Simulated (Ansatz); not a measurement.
The cluster Cu₃H₃, relaxed as a singlet with RKS PBE-D4/def2-SVP in Ansatz, starting from the GFN1-xTB geometry. Force threshold 0.02 eV/Å.

No other spin state of charge 0 was run. Another isomer (singlet) lies 1.38 eV lower at PBE0-D4/def2-TZVP; other spin states weren't run for this one.

Start:

```xyz
6

Cu   -0.864    0.219    2.623
Cu   -0.148   -0.072    0.440
Cu    0.550   -0.549   -1.678
H     0.812    0.686   -2.430
H     0.101   -1.404   -0.362
H    -0.451    1.120    1.407
```

| step | energy (eV) | largest force component (eV/Å) | SCF passes |
| --- | --- | --- | --- |
| 1 | -133931.1918 | 0.600 | 56 |
| 2 | -133931.3083 | 0.237 | 35 |
| 3 | -133931.3489 | 0.183 | 34 |
| 4 | -133931.3514 | 0.046 | 38 |
| 5 | -133931.3516 | 0.003 | 38 |

Force components are those of the run's own axes.

End:

```xyz
6

Cu   -0.9018    0.2111    2.7355
Cu   -0.1817   -0.1210    0.5440
Cu    0.5399   -0.3919   -1.6471
H     0.9168    0.5826   -2.7479
H     0.1139   -1.4065   -0.3997
H    -0.4870    1.1257    1.5151
```

By distances, no bond broke or formed. The bond that changes most is Cu3–H4, from 1.47 to 1.52 Å (atoms count from 1).

No frequencies were taken in this run, so the end may be a saddle point.

Hardware: 4 threads of Intel Xeon 6975P-C on a shared host. Wall time 4.8 s.
